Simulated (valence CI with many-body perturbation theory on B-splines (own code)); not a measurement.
**E1 line list for Pt⁶⁴⁺**

Computed by configuration interaction combined with many-body perturbation theory (CI+MBPT): four valence electrons over a frozen Dirac-Fock core [Ne], radial functions for each j: 11 s, 11 p, 10 d, 8 f, 5 g, 2 h, with the one-electron correlation potential Σ1, the two-electron term Σ2, the three-electron term Σ3, Breit, model QED; selected CI, second order for the rest, scaled by the run's own slope (own B-spline code, finite nucleus).

The last digits are not significant, and no measured levels were compared; by estimate large intervals hold to a few tenths of a per cent, small ones and those within an open d or f shell to about a per cent. Among the levels kept, up to 600 cm⁻¹ of a level comes from second order outside the variational space, and about a tenth of that is noise between levels of different J, which matters for small intervals.

Lines 1 to 50 of 575 in falling wavelength, among levels below 154.66 Ry, chosen from the strongest by gf and those to the six lowest levels. Wavelengths and rates use the calculated energies. Electric multipoles are in the length gauge, E1 and E2 with the static RPA response of the core. Weak lines are less certain than strong ones. Lines between different terms over intervals too small for the method are left out, as are lines whose strength nearly cancels. The highest levels of a list are the least certain.

Levels are named by their leading jj configuration (3d3/2^4 stands for four electrons in 3d with j = 3/2), which in mixed levels can hold well under half, so a name can repeat and another be missing. Letters in brackets count levels of one name in rising energy.

```tsv
λ vac (Å)	Upper	Lower	A (s⁻¹)	S (a.u.)
88.39	(3s 3p1/2 3d3/2 3d5/2) J=4 [a]	(3s^2 3d3/2 3d5/2) J=3	6.28e+09	1.93e-02
82.24	(3s 3p1/2 3d3/2 3d5/2) J=5	(3s^2 3d3/2 3d5/2) J=4	1.60e+10	4.83e-02
81.84	(3p1/2 3p3/2^2 3d3/2) J=4	(3s 3p3/2^2 3d3/2) J=3 [b]	8.97e+09	2.18e-02
81.35	(3s 3p1/2 3p3/2 3d3/2) J=4	(3s^2 3p3/2 3d3/2) J=3	1.14e+10	2.73e-02
77.47	(3p1/2 3p3/2^2 3d5/2) J=5	(3s 3p3/2^2 3d5/2) J=4 [b]	1.18e+10	2.98e-02
72.20	(3s 3p1/2 3d3/2 3d5/2) J=3 [c]	(3s^2 3d3/2 3d5/2) J=2	1.45e+10	1.88e-02
71.77	(3s 3p1/2 3d5/2^2) J=5	(3s^2 3d5/2^2) J=4	3.26e+10	6.55e-02
71.69	(3p1/2^2 3d3/2 3d5/2) J=4	(3s 3p1/2 3d3/2 3d5/2) J=3 [d]	2.52e+10	4.12e-02
71.16	(3s 3p1/2^2 3p3/2) J=2	(3s^2 3p1/2 3p3/2) J=2	1.44e+10	1.28e-02
70.90	(3s 3p1/2 3p3/2 3d5/2) J=5	(3s^2 3p3/2 3d5/2) J=4	2.46e+10	4.76e-02
70.36	(3s 3p1/2 3d5/2^2) J=3 [a]	(3s^2 3d5/2^2) J=2	2.88e+10	3.46e-02
70.25	(3s 3p1/2 3p3/2^2) J=3	(3s^2 3p3/2^2) J=2	1.68e+10	2.01e-02
69.14	(3s 3p1/2 3p3/2 3d5/2) J=4 [c]	(3s^2 3p3/2 3d5/2) J=3	1.53e+10	2.25e-02
69.13	(3s 3p1/2 3d3/2 3d5/2) J=4 [c]	(3s^2 3d3/2 3d5/2) J=4	1.60e+10	2.34e-02
68.28	(3s 3p1/2 3d5/2^2) J=1 [b]	(3s^2 3d5/2^2) J=0	3.18e+10	1.50e-02
68.13	(3s 3p1/2^2 3d5/2) J=3	(3s^2 3p1/2 3d5/2) J=3	1.99e+10	2.18e-02
68.12	(3p1/2^2 3p3/2 3d5/2) J=4	(3s 3p1/2 3p3/2 3d5/2) J=3 [c]	2.07e+10	2.90e-02
67.58	(3s 3p1/2^2 3d5/2) J=3	(3s^2 3p1/2 3d5/2) J=2	3.24e+10	3.46e-02
67.50	(3s 3p1/2 3p3/2 3d5/2) J=3 [b]	(3s^2 3p3/2 3d5/2) J=2	1.99e+10	2.11e-02
67.38	(3s 3p1/2 3p3/2 3d3/2) J=3 [c]	(3s^2 3p3/2 3d3/2) J=3	2.25e+10	2.37e-02
67.35	(3s 3p1/2^2 3p3/2) J=2	(3s^2 3p1/2 3p3/2) J=1	1.78e+10	1.34e-02
66.78	(3p1/2 3p3/2^2 3d5/2) J=4 [b]	(3s 3p3/2^2 3d5/2) J=3 [a]	1.67e+10	2.21e-02
66.77	(3p1/2^2 3d3/2 3d5/2) J=4	(3s 3p1/2 3d3/2 3d5/2) J=4 [c]	2.04e+10	2.70e-02
66.33	(3s 3p1/2 3d5/2^2) J=2 [b]	(3s^2 3d5/2^2) J=2	3.17e+10	2.28e-02
66.03	(3p1/2^2 3d3/2 3d5/2) J=2	(3s 3p1/2 3d3/2 3d5/2) J=3 [c]	2.66e+10	1.89e-02
65.82	(3p1/2^2 3p3/2 3d3/2) J=3	(3s 3p1/2 3p3/2 3d3/2) J=3 [c]	2.74e+10	2.70e-02
65.70	(3s 3p1/2^2 3d3/2) J=1	(3s^2 3p1/2 3d3/2) J=2	4.06e+10	1.70e-02
65.49	(3s 3p1/2 3d5/2^2) J=4 [b]	(3s^2 3d5/2^2) J=4	2.59e+10	3.23e-02
65.40	(3p1/2^2 3p3/2 3d5/2) J=3	(3s 3p1/2 3p3/2 3d5/2) J=2 [c]	2.32e+10	2.24e-02
65.26	(3p1/2^2 3d3/2^2) J=0	(3s 3p1/2 3d3/2^2) J=1 [b]	1.06e+11	1.45e-02
65.09	(3p1/2^2 3p3/2 3d5/2) J=3	(3s 3p1/2 3p3/2 3d5/2) J=3 [d]	1.75e+10	1.67e-02
64.75	(3p1/2^2 3d5/2^2) J=4	(3s 3p1/2 3d5/2^2) J=3 [b]	5.65e+10	6.82e-02
64.55	(3s 3p1/2 3d3/2 3d5/2) J=3 [d]	(3s^2 3d3/2 3d5/2) J=4	2.83e+10	2.63e-02
64.06	(3s 3p1/2 3d5/2^2) J=3 [b]	(3s^2 3d5/2^2) J=4	3.27e+10	2.97e-02
64.02	(3p1/2 3p3/2^2 3d3/2) J=4	(3s 3p3/2^2 3d3/2) J=4	2.13e+10	2.48e-02
63.85	(3p1/2^2 3p3/2 3d5/2) J=4	(3s 3p1/2 3p3/2 3d5/2) J=4 [b]	1.26e+10	1.46e-02
63.35	(3p1/2^2 3d5/2^2) J=4	(3s 3p1/2 3d5/2^2) J=4 [b]	4.66e+10	5.26e-02
63.28	(3p1/2^2 3d3/2 3d5/2) J=2	(3s 3p1/2 3d3/2 3d5/2) J=1 [b]	2.20e+10	1.37e-02
63.27	(3p1/2^2 3d5/2^2) J=2	(3s 3p1/2 3d5/2^2) J=1 [a]	3.84e+10	2.40e-02
63.22	(3p1/2^2 3p3/2 3d5/2) J=2	(3s 3p1/2 3p3/2 3d5/2) J=2 [b]	2.99e+10	1.86e-02
63.10	(3s 3p1/2 3p3/2 3d5/2) J=3 [d]	(3s^2 3p3/2 3d5/2) J=3	2.66e+10	2.31e-02
63.06	(3s 3p1/2^2 3d3/2) J=2	(3s^2 3p1/2 3d3/2) J=2	3.12e+10	1.93e-02
62.96	(3s 3p1/2^2 3d5/2) J=2	(3s^2 3p1/2 3d5/2) J=3	4.48e+10	2.76e-02
62.85	(3p1/2 3p3/2^2 3d3/2) J=3 [a]	(3s 3p3/2^2 3d3/2) J=3 [a]	2.42e+10	2.08e-02
62.64	(3p1/2^2 3d3/2 3d5/2) J=3	(3s 3p1/2 3d3/2 3d5/2) J=3 [b]	4.72e+10	4.00e-02
62.58	(3p1/2^2 3d5/2^2) J=2	(3s 3p1/2 3d5/2^2) J=2 [b]	6.25e+10	3.78e-02
61.10	(3p1/2^2 3d3/2 3d5/2) J=2	(3s 3p1/2 3d3/2 3d5/2) J=2 [b]	4.00e+10	2.25e-02
61.05	(3s 3p1/2^2 3p3/2) J=1	(3s^2 3p1/2 3p3/2) J=2	5.01e+10	1.69e-02
60.93	(3p1/2^2 3d5/2^2) J=0	(3s 3p1/2 3d5/2^2) J=1 [b]	2.09e+11	2.33e-02
60.84	(3p1/2^2 3d3/2^2) J=2	(3s 3p1/2 3d3/2^2) J=3	4.66e+10	2.59e-02
```
